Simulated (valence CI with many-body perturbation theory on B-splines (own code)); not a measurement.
# Ti¹⁵⁺: configurations and terms from energies and g

Calculated by relativistic CI+MBPT: five valence electrons over a frozen Dirac-Fock core [He], a basis of 11 s, 11 p, 10 d, 8 f, 5 g, 2 h functions for each j, with the one-electron correlation potential Σ1, the two-electron term Σ2, the three-electron term Σ3, Breit, model QED; selected CI, second order for the rest, scaled by the run's own slope (own B-spline code, finite nucleus).

No measured levels were compared; by estimate levels of excited configurations hold to 0.05 to 0.15 % of their energy, terms of the ground configuration to about 0.5 %. Among the levels kept, up to 5400 cm⁻¹ of a level comes from second order outside the variational space, and about a tenth of that is noise between levels of different J, which matters for small intervals.

| No. | J | Parity | E (cm⁻¹) | g |
| --- | --- | --- | --- | --- |
| 1 | 3/2 | odd | 0 | 1.973 |
| 2 | 3/2 | odd | 116360 | 0.895 |
| 3 | 5/2 | odd | 130990 | 1.198 |
| 4 | 1/2 | odd | 198110 | 0.662 |
| 5 | 3/2 | odd | 219650 | 1.260 |
| 6 | 5/2 | even | 589310 | 1.594 |
| 7 | 3/2 | even | 620720 | 1.729 |
| 8 | 1/2 | even | 633950 | 2.656 |
| 9 | 3/2 | even | 813690 | 0.810 |
| 10 | 5/2 | even | 817780 | 1.202 |
| 11 | 1/2 | even | 940720 | 1.807 |
| 12 | 3/2 | even | 977440 | 1.322 |
| 13 | 1/2 | even | 1021400 | 0.867 |
| 14 | 3/2 | odd | 1538400 | 1.332 |

Energies count from the lowest level. Strongly mixed levels and levels close to another of their J and parity are left out, so the numbers can have gaps.

Q: Give configuration and LS term of each level.

A: 1: 2s2.2p3 4S°; 2: 2s2.2p3 2D°; 3: 2s2.2p3 2D°; 4: 2s2.2p3 2P°; 5: 2s2.2p3 2P°; 6: 2s.2p4 4P; 7: 2s.2p4 4P; 8: 2s.2p4 4P; 9: 2s.2p4 2D; 10: 2s.2p4 2D; 11: 2s.2p4 2S; 12: 2s.2p4 2P; 13: 2s.2p4 2P; 14: 2p5 2P°.
